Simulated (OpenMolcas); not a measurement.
**The standard entropy of SF6 (sulfur hexafluoride) from a frequency calculation**

A singlet with charge 0, relaxed at HF/6-31G* (Cartesian functions) (OpenMolcas 26.06):

```xyz
7

F    -0.5620   -1.2991    0.6415
S     0.0000    0.0000    0.0000
F     1.1563    0.0125    1.0382
F    -1.1563   -0.0125   -1.0382
F     0.5620    1.2991   -0.6415
F    -0.8730    0.8528    0.9621
F     0.8730   -0.8528   -0.9621
```

Harmonic wavenumbers in cm⁻¹: 370, 370, 370, 548, 548, 548, 645, 645, 645, 737, 738, 846, 1100, 1100, 1100.

Masses in u: F 18.998, S 32.06. Take T = 298.15 K, p = 1 bar, R = 8.3145 J/(mol K), kT/hc = 207.22 cm⁻¹, rigid rotor and harmonic oscillator.

Problem. Compute the standard molar entropy.

Solution. 
1. Translation (Sackur–Tetrode): S = R[3/2 ln M + 5/2 ln T − 1.1517] with M = 146.048 gives 171.0 J/(mol K).
2. Rotation: principal moments 183.518, 183.526, 183.526 u Å² give A, B, C = 0.0919, 0.0919, 0.0919 cm⁻¹; the symmetry number is σ = 24; q = (√π/σ)√((kT/hc)³/ABC) = 7907; S = R(ln q + 3/2) = 87.1.
3. Vibration: with u = ν̃/207.22, each mode gives R[u/(eᵘ − 1) − ln(1 − e⁻ᵘ)]; the sum is 28.9, most from 370 cm⁻¹ (4.5), 370 cm⁻¹ (4.5), 370 cm⁻¹ (4.5).
4. Spin: R ln 1 = 0.0.
5. Sum: 171.0 + 87.1 + 28.9 + 0.0 = 287.0 J/(mol K).

The tabulated value is 291.5 J/(mol K) (CRC Handbook of Chemistry and Physics): the model is off by -4.5. Unscaled Hartree–Fock wavenumbers run high.
